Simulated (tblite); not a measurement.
Species: cycloheptatriene, C7H8.
Geometry (GFN2-xTB, Å), atoms numbered from 1 in this order:
```xyz
15
C7H8 angstrom
C      1.291   -0.976   -0.098
C      1.575    0.343   -0.171
C      0.686    1.394    0.238
C     -0.646    1.354    0.120
C     -1.324    0.250   -0.628
C     -1.141   -0.946    0.251
C      0.059   -1.517    0.403
H      2.085   -1.686   -0.295
H      2.586    0.641   -0.424
H      1.153    2.259    0.692
H     -1.263    2.125    0.559
H     -2.377    0.466   -0.802
H     -0.820    0.086   -1.586
H     -2.008   -1.341    0.761
H      0.141   -2.443    0.958
```

Computed values, GFN2-xTB/tblite, gas phase, harmonic and unscaled. Errors from tens to a few hundred cm⁻¹ against measured bands are possible. One conformer, not necessarily the lowest.

Harmonic wavenumbers (cm⁻¹): 209.2, 265.8, 319.1, 386.8, 387.7, 567.6, 643.2, 731.7, 770.9, 832.9, 842.2, 884.1, 906.0, 924.4, 958.9, 993.1, 999.8, 1056.3, 1094.7, 1168.8, 1208.6, 1227.7, 1240.6, 1274.6, 1314.2, 1353.2, 1410.0, 1460.7, 1569.0, 1653.9, 1655.8, 2939.8, 3016.4, 3037.6, 3042.5, 3046.3, 3055.3, 3067.2, 3071.2.

A = 3814, B = 3727, C = 2105 MHz; mass 92.063 u (most abundant isotopes); point group Cs, symmetry number 1.

Task: What is the zero-point energy?

Result: ½Σν̃ = 27294 cm⁻¹ = 326.51 kJ/mol.

Task: What is S at 273.15 K and 1 bar for an ideal gas of classical rigid rotors and harmonic oscillators?

Result: Translation 163.44, rotation 110.94, vibration 35.34: S = 309.7 J/(mol K).

Task: And Cp and H(273.15 K) − H(0)?

Result: Cp = 98.10 J/(mol K), of which vibrations give 64.84 (their classical limit is 39 R = 324.3); H(273.15 K) − H(0) = 15.60 kJ/mol without the zero-point energy, 6.52 from vibrations.

Task: Which modes carry the vibrational entropy at 273.15 K?

Result: 209.2 cm⁻¹: 7.92; 265.8 cm⁻¹: 6.16; 319.1 cm⁻¹: 4.91; 386.8 cm⁻¹: 3.70; 387.7 cm⁻¹: 3.69; 567.6 cm⁻¹: 1.75 J/(mol K); the other 33 give 7.22 together.

Task: What must be added to the electronic energy to get the Gibbs energy at 273.15 K and 1 bar?

Result: ZPE + [H(273.15 K) − H(0)] − T·S = 326.51 + 15.60 − 84.60 = 257.51 kJ/mol.

Task: How do the functions run with temperature in this model?

Result: 
```tsv
T (K)	S (J/(mol K))	Cp (J/(mol K))	H − H(0) (kJ/mol)	G − H(0) (kJ/mol)	ln q(vib)
100	244.5	44.2	3.60	-20.85	0.09
200	283.4	72.5	9.38	-47.31	0.69
300	319.4	108.1	18.37	-77.45	1.67
500	391.1	175.1	47.01	-148.53	4.31
800	488.5	238.4	109.97	-280.87	8.93
1000	544.8	265.2	160.48	-384.31	12.03
```

q(vib) and H(0) count from the zero-point level.

Hindered rotation and anharmonicity are outside this model. Other conformers, if any are populated, would add a mixing term that is left out.
